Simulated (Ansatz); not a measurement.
`[OH][GeH]1[O][SiH2]1` at its PBE0-D4/def2-TZVP geometry, where that method's forces vanish. Total charge 0; spin multiplicity 1.

```xyz
8

O    -1.4259   -1.5001   -0.7880
Ge   -0.9518    0.0854   -0.1610
O     0.6740    0.6477   -0.9348
Si    1.0956    0.5791    0.6608
H    -0.7910   -2.1892   -0.5778
H    -2.0892    1.0079   -0.6041
H     1.4371    1.8539    1.3410
H     2.0512   -0.4846    1.0639
```

Question: What forces (eV/Å) does B3LYP-D4/def2-TZVPP give on these atoms in Ansatz? (Estimate.)

Answer: Ansatz gave: 
```
O1  -0.072 -0.263 -0.116
Ge2 -0.286  0.201  0.203
O3   0.186  0.073 -0.144
Si4  0.263  0.056  0.151
H5  -0.007 -0.065 -0.018
H6  -0.018  0.008 -0.030
H7  -0.012 -0.080 -0.032
H8  -0.054  0.069 -0.014
```

B3LYP here is the variant with VWN-RPA as its local correlation; programs differ in this.
